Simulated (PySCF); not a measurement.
Compound: BBrFH.
Numbering: `[F:1][BH:2][Br:3]` (hydrogens: H4 on B2)

Theory: PBE0-D3(BJ)/def2-SVP geometry optimisation, gas phase (PySCF 2.14.0).

Q: What internal coordinates does the optimisation give?

A: 
```json
{"bond": "F1–B2", "length (Å)": "1.310"}
{"bond": "B2–Br3", "length (Å)": "1.903"}
{"bond": "B2–H4", "length (Å)": "1.202"}
```

A selection of angles:
```json
{"angle": "F1–B2–Br3", "degrees": "119.2"}
{"angle": "F1–B2–H4", "degrees": "120.4"}
{"angle": "Br3–B2–H4", "degrees": "120.4"}
```

B2 (three-coordinate boron) is planar (angles 120.4°, 120.4° and 119.2°, sum 360.0°, 0.00 Å off the plane of its three neighbours).

Point group: Cs (tolerance 0.08 Å). No PBE0-D3(BJ)/def2-SVP frequencies stand behind this structure, so it isn't proved a minimum.

The run took 5.9 s on one thread, Arm Neoverse V1 (aarch64), shared host, and the process peaked at 0.30 GiB of memory. This is the geometry optimisation.
